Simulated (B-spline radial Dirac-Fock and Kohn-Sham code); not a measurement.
**Binding energies of Pm⁺ at several levels of theory**

System: Pm⁺, configuration [Xe] 4f4 6s1 6p1 (not the ground configuration).

The density-functional columns are spherical, spin-unpolarised Dirac-Kohn-Sham results without Breit or QED terms: −ε is minus the orbital energy of the initial state and ΔSCF the difference of two total energies. The reference in the last column comes from Dirac-Fock energy differences between relaxed states, corrected for Breit and QED terms. All numbers are from a radial finite-basis atomic code, in eV; a selection of levels is shown. The Kohn-Sham columns are given as differences from the reference. For the 1s level of heavy atoms much of the gap between ΔSCF and the reference is the Breit and QED part, -184.1 eV here; for other levels the error of the functional can be larger.

```tsv
level	PBE −ε − DF	PBE ΔSCF − DF	Dirac-Fock
1s	-215.0	+216.7	45205.2
2s	-131.2	-53.4	7456.5
2p1/2	-98.7	-0.3	7036.7
2p3/2	-105.4	-16.0	6483.2
3s	-66.5	-42.2	1677.5
3p1/2	-53.4	-27.7	1498.2
3p3/2	-52.7	-28.5	1384.9
3d3/2	-33.5	-5.4	1076.9
3d5/2	-34.1	-6.5	1053.1
4s	-31.1	-20.2	364.6
4p1/2	-24.5	-13.7	294.7
4p3/2	-24.5	-14.0	270.0
4d3/2	-12.0	-2.0	153.4
4d5/2	-12.0	-2.1	149.0
4f	-5.3	+3.0	22.38
5p1/2	-4.8	+1.0	41.96
5p3/2	-4.7	+0.8	38.32
6s	-2.0	+0.8	12.43
6p	-1.7	+0.6	8.54
```

Values without a named source are computed, but for edge energies of neutral atoms, which are taken from tables.
